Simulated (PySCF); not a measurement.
5-ethenylidene-2H-furan (C6H6O), SMILES C=C=C1C=CCO1.

Geometry: PBE-D3(BJ)/def2-SVP. Other conformers were not sampled.

Method: PBE-D3(BJ)/def2-SVP run with PySCF.

Harmonic, unscaled wavenumbers; measured fundamentals usually lie a few per cent lower.

Q: Give all harmonic wavenumbers and intensities. (An estimate is asked for; the answer gives what the named calculation found.)

A: 
```tsv
mode	ν (cm⁻¹)	IR (km/mol)	moving atoms (share of kinetic energy)
1	123	6.7	C 54 %, H 28 %, O 18 %
2	155	1.6	C 69 %, H 20 %, O 11 %
3	208	0.5	C 56 %, H 25 %, O 18 %
4	318	4.1	C 61 %, H 36 %
5	541	3.0	C 79 %, O 11 %, H 9 %
6	558	6.5	H 80 %, C 20 %
7	568	1.7	C 83 %, H 9 %
8	594	0.0	C 54 %, H 37 %, O 8 %
9	722	27.3	H 71 %, C 29 %
10	782	5.4	C 65 %, O 28 %
11	863	9.0	C 45 %, O 35 %, H 20 %
12	869	39.3	H 72 %, C 27 %
13	918	1.1	H 79 %, C 21 %
14	935	0.8	C 53 %, H 36 %, O 10 %
15	962	0.0	H 69 %, C 31 %
16	979	7.2	H 57 %, C 42 %
17	1001	27.3	H 46 %, C 38 %, O 16 %
18	1072	28.0	H 54 %, C 28 %, O 18 %
19	1143	0.3	H 93 %
20	1155	110.4	C 56 %, H 36 %
21	1255	92.4	C 54 %, H 43 %
22	1317	15.2	H 52 %, C 40 %
23	1335	0.7	H 53 %, C 46 %
24	1425	3.6	H 88 %, C 12 %
25	1439	13.4	C 55 %, H 44 %
26	1606	0.2	C 92 %
27	2012	8.3	C 99 %
28	2913	96.7	H 95 %
29	2940	29.8	H 90 %, C 10 %
30	3005	42.3	H 95 %
31	3075	6.3	H 89 %, C 11 %
32	3160	0.2	H 92 %, C 8 %
33	3187	1.2	H 90 %, C 10 %
```
